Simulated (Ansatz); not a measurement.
C2H6GeS, SMILES `C[C](=S)[GeH3]`, relaxed with RKS PBE0-D4/def2-TZVP in Ansatz from a PBE-D4/def2-SVP geometry. The force threshold is 0.005 eV/Å; the program also tests the step.

Charge 0, multiplicity 1.

Start:

```xyz
10

C     1.427    0.237   -0.348
C     0.040   -0.202   -0.718
S    -0.387   -0.682   -2.225
Ge   -1.341   -0.136    0.713
H     1.406    1.262    0.086
H     2.109    0.218   -1.221
H     1.833   -0.417    0.455
H    -2.519   -1.059    0.334
H    -1.833    1.333    0.838
H    -0.734   -0.554    2.085
```

Q: By how much does the energy fall, and how many steps does the optimiser take? (An estimate is asked.)

A: The calculation gave: 0.89 kcal/mol, in 17 steps.

Q: Which bonds change most? (Best estimate.)

A: Ansatz gave: C2–S3 from 1.638 to 1.615 Å; C1–H5 from 1.113 to 1.096 Å; C1–H6 from 1.107 to 1.090 Å; C1–H7 from 1.113 to 1.096 Å.

Q: Give the relaxed structure. (Best estimate.)

A: Ansatz gave: 
```xyz
10

C     1.388    0.307   -0.365
C     0.052   -0.263   -0.697
S    -0.294   -0.945   -2.120
Ge   -1.329   -0.150    0.711
H     1.287    1.365   -0.093
H     2.086    0.210   -1.197
H     1.800   -0.194    0.518
H    -2.620   -0.799    0.210
H    -1.560    1.333    1.059
H    -0.810   -0.862    1.975
```
